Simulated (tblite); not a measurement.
Compound: CH₇Ge₂NO.
Bonds: O1–C2 (double), C2–Ge3, Ge3–N4, N4–Ge5. Hydrogens: H6 on C2; H7, H8 on Ge3; H9 on N4; H10, H11, H12 on Ge5.

Computed with GFN2-xTB (tblite), gas phase: nudged elastic band of 9 images (0 to 8), spring 0.2 eV/Å², climbing image at the end, force threshold 0.05 eV/Å. No saddle search or frequency run followed, so the top image need not be a first-order saddle, and its height can exceed the method's true barrier by a kcal/mol or more.

Path: rotation about Ge3–N4 (germanium bonded to C, N and 2 H, nitrogen bonded to 2 Ge and H), followed by the dihedral C2–Ge3–N4–Ge5, from 56° to 162°. Start geometry (image 0):
```
atom  x, y, z in Å
O1      2.746    1.117   -0.966
C2      1.892    0.820   -0.183
Ge3     1.040   -0.980   -0.048
N4     -0.608   -0.624    0.655
Ge5    -1.826    0.531   -0.058
H6      1.501    1.573    0.538
H7      1.025   -1.683   -1.388
H8      1.691   -1.903    0.952
H9     -1.025   -1.396    1.154
H10    -2.495   -0.006   -1.292
H11    -2.850    0.765    1.008
H12    -1.090    1.785   -0.398
```

The first guess turns that dihedral rigidly in even steps and adds one set of random displacements (0.04 Å standard deviation a coordinate) to every inner image. Energies of the images above image 0 (eV) in the early part of the optimisation:

| iteration | 1 | 2 | 3 | 4 | 5 | 6 | 7 | 8 |
| --- | --- | --- | --- | --- | --- | --- | --- | --- |
| 0 | 0.701 | 0.727 | 0.768 | 0.813 | 0.853 | 0.882 | 0.898 | 0.018 |
| 10 | 0.038 | 0.056 | 0.078 | 0.099 | 0.115 | 0.123 | 0.124 | 0.018 |
| 20 | 0.012 | 0.029 | 0.049 | 0.066 | 0.076 | 0.079 | 0.076 | 0.018 |
| 30 | 0.008 | 0.025 | 0.044 | 0.060 | 0.070 | 0.072 | 0.068 | 0.018 |

Problem. Where does the band end, and how far was the first guess from it?

Solution. Final energies, images 1 to 8: 0.005, 0.021, 0.039, 0.053, 0.058, 0.055, 0.045, 0.018 eV. The highest point drops from 0.90 eV (image 7) to 0.058 eV (image 5), by 0.84 eV. Image 5 moved by 0.08 Å rms, its dihedral from 117° to 117°. The end images are fixed. The true force on the top image ends at 0.009 eV/Å, and the largest on any image at 0.02 eV/Å; away from the top, the method drives only the force across the path to zero. The last saved iteration is 90.

The cost below is that of the whole band run. The run took 3.9 s on an AMD EPYC 9R14 with one thread, shared host with 64 logical CPUs at a one-minute load of 33, and the process peaked at 0.18 GiB of memory.
